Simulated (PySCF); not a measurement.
SnHMe2(vinyl), C₄H₁₀Sn.
Cartesian coordinates in Å at the PBE0-D3(BJ)/def2-SVP level; atoms count from 1:
```xyz
15
C4H10Sn angstrom
Sn     0.1815    0.2811    0.4097
H      0.1404    0.2121    2.1315
C      2.2172    0.2335   -0.2940
H      2.7396   -0.6476    0.1037
H      2.7511    1.1393    0.0275
H      2.2322    0.1875   -1.3926
C     -0.7636    2.0854   -0.2924
H     -1.7991    2.1412    0.0717
H     -0.7743    2.0998   -1.3917
H     -0.2127    2.9670    0.0659
C     -0.8867   -1.4362   -0.2964
C     -1.4623   -2.3222    0.5222
H     -0.9693   -1.5984   -1.3794
H     -1.4189   -2.2223    1.6134
H     -2.0077   -3.1964    0.1449
```

Theory: PBE0-D3(BJ)/def2-SVP geometry optimisation, gas phase, def2 core potentials past Kr (PySCF 2.14.0).

Problem. Which atoms are bound to Sn1, and at what distances?

Solution. 4 atoms: H2 1.724 Å, C11 2.142 Å, C7 2.154 Å, C3 2.154 Å. The nearest atom not counted as bound is H6, at 2.73 Å (others tie with it).

Problem. List the angles at Sn1.

Solution. 
```csv
angle,degrees,distance of the outer atoms (Å)
H2–Sn1–C7,110.4,3.19
H2–Sn1–C3,110.4,3.19
C3–Sn1–C11,110.2,3.52
C7–Sn1–C11,110.2,3.52
C3–Sn1–C7,109.1,3.51
H2–Sn1–C11,106.6,3.11
```

Problem. What is the shape at Sn1?

Solution. Tetrahedral: angles from 106.6° to 110.4°; τ4 = (360° − α − β)/141° = 0.99 with α and β the two widest (0 for a square, 1 for a tetrahedron). The Sn–C distances aren't all alike: 2.142 to 2.154 Å.

Problem. What are the other bond lengths?

Solution. C3–H4 and 5 like bonds 1.099 Å; C11–C12 1.337 Å; C11–H13 1.098 Å; C12–H14 1.097 Å; C12–H15 1.097 Å.

Problem. Give some angles away from the centre.

Solution. Sn1–C11–C12 123.0°.

Problem. What are the rotational constants (commonest isotopes, rigid rotor)?

Solution. A = 3952, B = 2016, C = 1559 MHz: an asymmetric top.

Charge 0, singlet. No PBE0-D3(BJ)/def2-SVP frequencies stand behind this structure, so it isn't proved a minimum.

One conformer stands for the species.
